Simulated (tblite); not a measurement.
Compound: C3H9BS2Si.
Bonds: B1–C2, C2–S3, S3–Si4, Si4–S5, S5–C6, C6–C7 (double). Hydrogens: H8, H9 on B1; H10, H11 on C2; H12, H13 on Si4; H14 on C6; H15, H16 on C7.

Computed with GFN2-xTB (tblite), gas phase: L-BFGS steps from a force-field or distance-geometry start until the largest atomic force falls under 0.01 eV/Å.

Geometry at step 90:
```
atom  x, y, z in Å
B1     -2.5594    0.6766    0.6007
C2     -2.5082   -0.6679   -0.2014
S3     -0.8114   -1.1977   -0.6877
Si4     0.0437    0.6321   -1.3962
S5      1.3689    1.5559    0.0279
C6      2.4399    0.1877    0.3695
C7      3.4259    0.2601    1.2506
H8     -3.4363    1.4218    0.4017
H9     -1.7531    0.9334    1.4042
H10    -2.8562   -1.4911    0.4279
H11    -3.1164   -0.7008   -1.1060
H12     0.8395    0.1997   -2.5325
H13    -0.9972    1.6109   -1.6456
H14     2.2187   -0.7156   -0.1857
H15     3.6254    1.1541    1.8254
H16     4.0686   -0.5828    1.4359
```

Problem. Give the atomic forces at this geometry.

Solution. 
```csv
atom,Fx (eV/Å),Fy (eV/Å),Fz (eV/Å)
B1,-0.061,-0.008,-0.014
C2,-0.028,-0.010,0.032
S3,-0.052,-0.022,0.027
Si4,0.033,0.010,-0.009
S5,0.014,-0.071,-0.008
C6,0.129,0.013,0.178
C7,-0.116,0.078,-0.022
H8,-0.035,0.013,-0.008
H9,0.044,-0.073,-0.016
H10,0.023,0.020,0.060
H11,0.052,0.051,-0.026
H12,0.001,0.056,-0.059
H13,0.054,-0.042,0.008
H14,0.037,0.122,0.049
H15,-0.072,-0.102,-0.175
H16,-0.023,-0.035,-0.017
```

The largest, 0.22 eV/Å, acts on C6 (H15 within 3 % of it); the rms over all components is 0.062 eV/Å. The forces sum to zero within rounding, as they must for an isolated molecule in no field.

Problem. Give the force on C6 in Eh/bohr and in nN.

Solution. 0.220 eV/Å ÷ 51.422 = 0.00428 Eh/bohr, and 0.220 eV/Å × 1.602 = 0.35 nN.

Problem. How far is this geometry from the end of the optimisation?

Solution. 0.029 eV above it, and 0.310 Å rms away after alignment. The bonds farthest from their final lengths, with half the difference of the two atoms' forces along the bond (positive lengthens):

```tsv
bond	now (Å)	final (Å)	force along bond (eV/Å)
C7–H15	1.081	1.076	-0.11
C6=C7	1.324	1.320	-0.16
Si4–S5	2.154	2.150	-0.02
C6–H14	1.083	1.080	0.00
S3–Si4	2.140	2.143	+0.04
S5–C6	1.771	1.769	+0.02
```

The angle farthest from its final value is S3–Si4–H12, 102.9° against 105.1°.

What follows is the cost of the whole relaxation. Time: 1.1 s of wall time. Hardware: one thread of an Arm Neoverse V1, on a shared host.
